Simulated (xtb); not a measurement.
Te(Cl)(SH) (ClHSTe), SMILES S[Te]Cl. All values are semi-empirical tight-binding results from xtb (GFN2-xTB unless named), good for trends rather than for accurate numbers. Geometry: GFN2-xTB. One conformer was computed; it need not be the lowest.

Optimised geometry:

```xyz
4

Te    -0.0669     0.1384     0.5945
Cl     1.6437     0.6854    -0.9192
S     -1.4716    -1.0376    -0.9054
H     -0.9208    -2.2442    -0.8027
```
Charge 0, spin multiplicity 1.

Problem. Estimate the properties. (The exact figures need the calculation; the answer reports its results.)

Solution. 
orbital gap: 3.24 eV
zero-point energy: 6.1 kcal/mol
G − E(el) at 298.15 K (modified RRHO): -13.1 kcal/mol
static polarisability (D4 model): 75.3 bohr³
solvation energy, GFN2-xTB/ALPB(water): -2.1 kcal/mol
solvation energy, GFN2-xTB/ALPB(methanol): -5.4 kcal/mol

Problem. Give the atomic charges and the Wiberg bond orders between heavy atoms. (The exact figures need the calculation; the answer reports its results.)

Solution. charges (e) Te1 0.16, Cl2 -0.11, S3 -0.22, H4 0.17. Bond orders Te1–Cl2 1.22, Te1–S3 1.20.
